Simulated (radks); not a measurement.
The numbers below are computed, except where a source is named.
Ionisation ladder of molybdenum, from Mo22+ to Mo41+. Each ion is in the ground configuration listed by NIST, and IE = E(next ion) - E(this ion), with E = 0 for the bare nucleus. Code: a radial shooting solver on a logarithmic mesh with Libxc functionals. Model: Dirac Kohn-Sham, BLYP, spin-unpolarised, spherical densities, finite nucleus; open shells fill j = l - 1/2 first; Fermi nuclear charge, rms radius 4.4091 fm.

| species | configuration | E (hartree) | IE, Delta-SCF (eV) | IE, NIST (eV) | kind | error (eV) |
|---|---|---|---|---|---|---|
| Mo22+ | [Ar] 3d2 | -3763.81504 | 1016.6 | 1019 | theory | -2.4 |
| Mo23+ | [Ar] 3d1 | -3726.45686 | 1082.4 | 1082 | theory | +0.4 |
| Mo24+ | [Ar] | -3686.67809 | 1266.1 | 1263 | semi-emp. | +3.1 |
| Mo25+ | [Ne] 3s2 3p5 | -3640.14920 | 1326.6 | 1320 | semi-emp. | +7.0 |
| Mo26+ | [Ne] 3s2 3p4 | -3591.39706 | 1387.8 | 1385 | semi-emp. | +2.7 |
| Mo27+ | [Ne] 3s2 3p3 | -3540.39711 | 1449.5 | 1462 | semi-emp. | -12.5 |
| Mo28+ | [Ne] 3s2 3p2 | -3487.12752 | 1538.4 | 1537 | semi-emp. | +1.4 |
| Mo29+ | [Ne] 3s2 3p1 | -3430.59360 | 1602.1 | 1587 | semi-emp. | +15.1 |
| Mo30+ | [Ne] 3s2 | -3371.71632 | 1733.5 | 1730 | semi-emp. | +3.4 |
| Mo31+ | [Ne] 3s1 | -3308.01053 | 1793.1 | 1790.9 | semi-emp. | +2.1 |
| Mo32+ | [Ne] | -3242.11701 | 4261.5 | 4259 | semi-emp. | +2.5 |
| Mo33+ | [He] 2s2 2p5 | -3085.50812 | 4437.7 | 4430 | semi-emp. | +7.7 |
| Mo34+ | [He] 2s2 2p4 | -2922.42686 | 4615.9 | 4618 | semi-emp. | -2.1 |
| Mo35+ | [He] 2s2 2p3 | -2752.79444 | 4796.1 | 4800 | semi-emp. | -3.9 |
| Mo36+ | [He] 2s2 2p2 | -2576.54199 | 5103.4 | 5084 | semi-emp. | +19.4 |
| Mo37+ | [He] 2s2 2p1 | -2388.99661 | 5291.8 | 5287 | semi-emp. | +4.8 |
| Mo38+ | [He] 2s2 | -2194.52798 | 5562.4 | 5548 | semi-emp. | +14.4 |
| Mo39+ | [He] 2s1 | -1990.11282 | 5710.4 | 5713.2 | theory | -2.8 |
| Mo40+ | [He] | -1780.26010 | 23914 | 23810.7 | theory | +103.4 |
| Mo41+ | 1s1 | -901.43396 | 24529 | 24572.2 | theory | -42.9 |

Reference values: NIST Atomic Spectra Database (exp. = measured, semi-emp. = semi-empirical, theory = theoretical value adopted there). Errors are taken from the NIST values before rounding. The ionisation energy per charge of the ion left behind rises most, in proportion, at Mo40+ ([He]), from 142.76 to 583.27 eV. Against the entries that are not theoretical the mean signed error is +0.2 % and the largest +1.0 %. Spin polarisation and multiplet splitting are left out, so open shells lie too high by an amount that depends on their filling.

Beside tabulated values, note that spin-unpolarised runs miss the spin-polarisation part of the exchange energy of open shells.
